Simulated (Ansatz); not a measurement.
Computed with Ansatz on PBE0-D4/def2-TZVP structures; ΔE is electronic, products minus reactants. CCSD(T)/CBS is the MP2 limit (def2-TZVPP, def2-QZVPP) plus CCSD(T) − MP2 in def2-TZVPP, frozen cores. DFT in def2-TZVPP. Each species was taken in one conformer, which may not be the lowest.

`N=C1BN1` → `BN=C=N`  (isomerisation)

CCSD(T)/CBS gives -97.7 kJ/mol.

(1) Another level gave -105.6 kJ/mol. Which?
A. PBE0-D4/def2-TZVPP
B. MP2/def2-TZVPP
C. r2SCAN/def2-TZVPP
D. BHLYP/def2-TZVPP

Largest T1 diagnostic among the species: 0.017.

## Answers

(1) B. MP2/def2-TZVPP -105.6, r2SCAN -112.8, BHLYP -119.1, PBE0-D4 -99.7 kJ/mol.

From r2SCAN to r2SCAN0 (25 % exact exchange), in def2-TZVPP and without D4, ΔE moves by +7.0 kJ/mol. At CCSD(T), def2-SVP lies −8.0 kJ/mol from the extrapolated value and def2-TZVPP −5.1 kJ/mol.
